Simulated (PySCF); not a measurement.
# Energy of O(2+) (oxygen, charge +2) between two integer charges

The 2p alpha orbital of [He] 2s2 2p2 is emptied in steps (occupation f), with all orbitals relaxed, ending at [He] 2s2 2p1. Computed with PySCF 2.14 in def2-TZVP (5s3p2d1f, 31 functions), with no relativity, point nucleus. The exact energy is a straight line in f; departures are measured from the line between the end points of the same method.

Task: Among UHF, LDA, PBE, PBE0, r2SCAN, LC-wPBE, BHandHLYP, wB97X, CAM-B3LYP, HSE06, which shows the largest delocalisation error (convex curve), and which is closest to linear?

Result: Most convex: LDA (-2.627 eV at f = 0.5); closest to linear: UHF (0.284 eV).

```csv
f,UHF (eV),LDA (eV),PBE (eV),PBE0 (eV),r2SCAN (eV),LC-wPBE (eV),BHandHLYP (eV),wB97X (eV),CAM-B3LYP (eV),HSE06 (eV)
1,0.000,0.000,0.000,0.000,0.000,0.000,0.000,0.000,0.000,0.000
0.75,0.217,-1.965,-1.916,-1.387,-1.763,-0.900,-0.862,-0.894,-1.122,-1.466
0.5,0.284,-2.627,-2.551,-1.842,-2.322,-1.193,-1.143,-1.177,-1.490,-1.946
0.25,0.208,-1.971,-1.904,-1.372,-1.709,-0.881,-0.850,-0.861,-1.108,-1.448
0,0.000,0.000,0.000,0.000,0.000,0.000,0.000,0.000,0.000,0.000
```

```csv
method,E(f=0) − E(f=1) (eV),−ε at f=1 (eV),−ε at f=0.5 (eV)
UHF,54.607,55.791,54.583
LDA,55.417,44.984,55.400
PBE,55.269,45.063,55.299
PBE0,55.303,47.899,55.341
r2SCAN,55.601,46.128,55.742
LC-wPBE,55.463,50.655,55.510
BHandHLYP,55.308,50.694,55.341
wB97X,55.084,50.289,55.168
CAM-B3LYP,55.434,49.441,55.470
HSE06,55.312,47.482,55.356
```

Reference removal energy between the ground levels: 54.936 eV (semi-empirical (NIST evaluation); NIST Atomic Spectra Database, ionization energies). The calculation has no spin-orbit coupling. UHF lacks correlation.
